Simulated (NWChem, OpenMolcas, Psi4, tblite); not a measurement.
## How methods differ on SnF4 (SMILES [F][Sn]([F])([F])[F])

SnF4 has 5 atoms, charge 0, and is taken as a singlet. As SMILES, `[F][Sn]([F])([F])[F]`. The shape is that of a PBE0-D4/def2-TZVP optimisation.

```xyz
5

F     0.1303   -0.8714    1.6567
Sn    0.0099   -0.0147   -0.0083
F    -1.2854    1.3400    0.0781
F    -0.4776   -1.2638   -1.3208
F     1.6725    0.7362   -0.4472
```

Each level gives the HOMO–LUMO gap (eV). The values are calculated.

```
                                          level            kind     program  value (eV)   CPU time
                                      IPEA1-xTB  semi-empirical      tblite        6.14  under 2 s
                   HF/def2-SVP (core potential)    Hartree–Fock  OpenMolcas       18.11       12 s
                SVWN5/def2-SVP (core potential)             LDA  OpenMolcas        5.32       22 s
BP86/def2-SVP (density fitting, core potential)             GGA        Psi4        5.48      5.6 s
               r2SCAN/def2-SVP (core potential)        meta-GGA  OpenMolcas        6.27       31 s
                 PBE0/def2-SVP (core potential)   global hybrid  OpenMolcas        8.66       25 s
               B2PLYP/def2-SVP (core potential)   double hybrid      NWChem       12.17       42 s
```

The values span 5.32 to 18.11 eV. Orbital gaps aren't excitation energies, and those of double hybrids come from the SCF part alone; they tend to grow with the share of exact exchange. CPU times are rough (shared hosts, several kinds of processor and program).
